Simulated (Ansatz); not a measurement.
Abridged output of a molecular run in Ansatz:

```
Functional definition: HF
1005 factors; integrals over basis functions are off by at most 1.3e-3 eV
mean field evaluation 1: about -20006.8322 eV, gradient 3.8e1 eV
mean field evaluation 2: about -20006.8804 eV, gradient 3.8e1 eV
mean field evaluation 4: about -20010.3996 eV, gradient 3.1e0 eV
mean field evaluation 8: about -20010.4460 eV, gradient 2.3e-4 eV
mean field -20010.44598411 eV, -735.3703263486 hartree, gradient 3.1e-6 eV, S^2 0.000000; 0 other end points of the search recorded, 0 dependent functions left out
12 core orbitals not correlated: weight in the atoms' cores, before any rotation towards them, 1.000 or more for the frozen orbitals, at most 0.000 for the correlated occupied ones
reference -20010.44598411 eV, -735.3703263486 hartree; 12, 12 occupied and 80, 80 virtual orbitals, 1005 factors
second order -14.09998960 eV of doubles, -0.00000000 eV of singles
cycle   1  -15.03084308 eV  change   -9.3e-1 eV  update   8.1e-2
cycle   2  -15.40445471 eV  change   -3.7e-1 eV  update   2.5e-2
cycle   3  -15.47140425 eV  change   -6.7e-2 eV  update   1.2e-2
cycle   4  -15.46989568 eV  change    1.5e-3 eV  update   3.3e-3
cycle   5  -15.46893380 eV  change    9.6e-4 eV  update   1.3e-3
cycle   6  -15.46869611 eV  change    2.4e-4 eV  update   4.3e-4
cycle   7  -15.46863847 eV  change    5.8e-5 eV  update   1.3e-4
cycle   8  -15.46866666 eV  change   -2.8e-5 eV  update   4.0e-5
cycle   9  -15.46866274 eV  change    3.9e-6 eV  update   1.2e-5
perturbative correction -0.41623134 eV, -0.0152962196 hartree
Total energy: -20026.33087819 eV, -735.9540854387 hartree
```

Its atoms:

```xyz
10

C     0.007   -0.333   -1.706
Al   -0.061   -0.196    0.231
N     0.296    1.311    1.083
S    -0.607   -1.965    1.410
H    -0.992   -0.492   -2.122
H     0.622   -1.181   -2.021
H     0.419    0.569   -2.166
H     0.555    2.168    0.622
H     0.273    1.448    2.079
H    -0.511   -1.328    2.590
```

**Question.** Which basis set was used?
A. def2-SVPD
B. cc-pV(D+d)Z
C. cc-pV(T+d)Z
D. def2-QZVPP

**Answer.** B. It gives 104 functions.

**Question.** Write the keys of the input that set method, charge and spin (a neutral closed shell needs none for the last two).

**Answer.** 
```yaml
correlation: {method: ccsd_t}
```
